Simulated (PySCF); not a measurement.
## A survey of 31P NMR shifts

[PySCF 2.14.0 with density-fitted response routines: GFN2-xTB geometry; GIAO PBE0/pcSseg-1 shieldings; no solvent; non-relativistic; averaged over atoms made equivalent by symmetry, fast rotation or ring inversion; single conformer]

Shieldings were converted by a linear fit to measured shifts: 31P (scatter 18.1 ppm rms vs H3PO4, solution or neat liquid). Occasional misses reach two or three times the rms, and more in compound classes unlike the fitted ones.

Question: Give the 31P shifts of `Cc1ccpcp1`.

Answer: 
| compound | environment | δ (ppm) |
| --- | --- | --- |
| [CH3:1][c:2]1[cH:3][cH:4][p:5][cH:6][p:7]1 | P7: phosphorus bonded to 2 C, in a 6-membered ring | 225.0 |
| [CH3:1][c:2]1[cH:3][cH:4][p:5][cH:6][p:7]1 | P5: phosphorus bonded to 2 C, in a 6-membered ring | 212.0 |

Question: Match the shifts 234.9, -37.6, -199.3 ppm to `FC(F)=C(F)P1C=C1`, `C1=CCP(c2cccs2)C1`, `C#Cc1pc(C(C)C)cs1`.

Answer: 234.9: C#Cc1pc(C(C)C)cs1 (phosphorus bonded to 2 C, in a 5-membered ring); -37.6: C1=CCP(c2cccs2)C1 (phosphorus bonded to 3 C, in a 5-membered ring); -199.3: FC(F)=C(F)P1C=C1 (phosphorus bonded to 3 C, in a 3-membered ring).
